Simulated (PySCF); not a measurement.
## $^{29}$Si chemical shifts

PySCF 2.14.0 with density-fitted response routines calculation with GFN2-xTB structure and GIAO PBE0/pcSseg-1 shieldings; no relativistic terms, a single conformation, equivalent nuclei averaged, gas phase.

Shieldings were converted by a linear fit to measured shifts: $^{29}$Si: δ = 279.94 − 0.822σ (rms 8.9 ppm, 72 shifts, 25.8 ppm with the 6 outliers that the fit left out vs TMS, solution or neat liquid). A few per cent of atoms miss by over 2 rms, more outside the fitted compound classes.

**Question.** Give the $^{29}$Si shifts of `O=CC1=C(CCO)[SiH2][SiH2]1`, `O=C=C(C=O)[C@H]([SiH3])C[SiH3]`, `OCC1=C[SiH2][C@H]2C[C@@H]1C2`, `CSC1([Si](C)(N)N)CC1`, `C#C/C(=C/O[SiH3])CCC`.

**Answer.** 
```json
{"compound": "[O:1]=[CH:2][C:3]1=[C:4]([CH2:5][CH2:6][OH:7])[SiH2:8][SiH2:9]1", "environment": "Si8: silicon bonded to C, Si, 2 H, in a 4-membered ring", "δ (ppm)": "-63.4"}
{"compound": "[O:1]=[CH:2][C:3]1=[C:4]([CH2:5][CH2:6][OH:7])[SiH2:8][SiH2:9]1", "environment": "Si9: silicon bonded to C, Si, 2 H, in a 4-membered ring", "δ (ppm)": "-63.5"}
{"compound": "[O:1]=[C:2]=[C:3]([CH:4]=[O:5])[C@H:6]([SiH3:7])[CH2:8][SiH3:9]", "environment": "Si7: silicon bonded to C, 3 H", "δ (ppm)": "-58.8"}
{"compound": "[O:1]=[C:2]=[C:3]([CH:4]=[O:5])[C@H:6]([SiH3:7])[CH2:8][SiH3:9]", "environment": "Si9: silicon bonded to C, 3 H", "δ (ppm)": "-64.9"}
{"compound": "OCC1=C[SiH2][C@H]2C[C@@H]1C2", "environment": "silicon bonded to 2 C, 2 H, in a 6-membered ring", "δ (ppm)": "-44.2"}
{"compound": "CSC1([Si](C)(N)N)CC1", "environment": "silicon bonded to 2 C, 2 N", "δ (ppm)": "-15.3"}
{"compound": "C#C/C(=C/O[SiH3])CCC", "environment": "silicon bonded to O, 3 H", "δ (ppm)": "-36.6"}
```

**Question.** Match the shifts -9.2, -25.8, -39.4, -72.2, -88.5 ppm to `C=C[C@@H](C)C1=C[SiH2]CO1`, `C=C1C[C@@H]1[C@@H]1CCO[SiH2]1`, `CCCC(=O)CC#C[SiH3]`, `C#C[Si@]1(F)CC=C1CF`, `[SiH3]C[C@H]1C=COC=CC1`.

**Answer.** -9.2: C=C1C[C@@H]1[C@@H]1CCO[SiH2]1 (silicon bonded to C, O, 2 H, in a 5-membered ring); -25.8: C#C[Si@]1(F)CC=C1CF (silicon bonded to 3 C, F, in a 4-membered ring); -39.4: C=C[C@@H](C)C1=C[SiH2]CO1 (silicon bonded to 2 C, 2 H, in a 5-membered ring); -72.2: [SiH3]C[C@H]1C=COC=CC1 (silicon bonded to C, 3 H); -88.5: CCCC(=O)CC#C[SiH3] (silicon bonded to C, 3 H).
